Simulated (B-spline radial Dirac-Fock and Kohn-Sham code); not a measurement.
Levels of muonic ¹⁷⁰Hf

Nucleus: ¹⁷⁰Hf, Fermi distribution (skin thickness 2.3 fm), rms radius 5.2898 fm (measured, Angeli and Marinova 2013).

The computed values come from a B-spline atomic structure program: the Dirac equation of a negative muon with reduced mass in the field of a spherical finite nucleus, with the Uehling potential to all orders; nuclear polarisation, deformation, hyperfine structure, self-energy, higher-order vacuum polarisation, relativistic recoil and electron screening are left out. For strongly deformed nuclei the low levels mix with nuclear rotations, which this model lacks.

```csv
level,binding (keV),"point nucleus, no QED (keV)",vacuum polarisation (keV),⟨r⟩ (fm)
1s1/2,8872,15750,57.553,8.6
2s1/2,2890,4013,15.317,26.7
2p1/2,3749,4013,24.616,17.2
2p3/2,3615,3709,22.660,18.0
3s1/2,1396,1749,5.749,55.4
3p1/2,1659,1749,8.031,43.3
3p3/2,1624,1658,7.607,44.3
3d3/2,1664,1658,7.374,35.9
3d5/2,1638,1632,6.995,36.8
4d3/2,933.6,931.3,3.156,72.4
4d5/2,922.9,920.2,3.011,73.4
4f5/2,922.8,920.2,2.602,62.8
4f7/2,917.4,914.8,2.543,63.4
```

**Question.** By how much does the finite nuclear size lower the 1s binding energy?

**Answer.** By 6934 keV, 44.03 % of the point-nucleus value (point value plus vacuum polarisation less the binding energy). The 1s orbit has ⟨r⟩ = 8.6 fm.
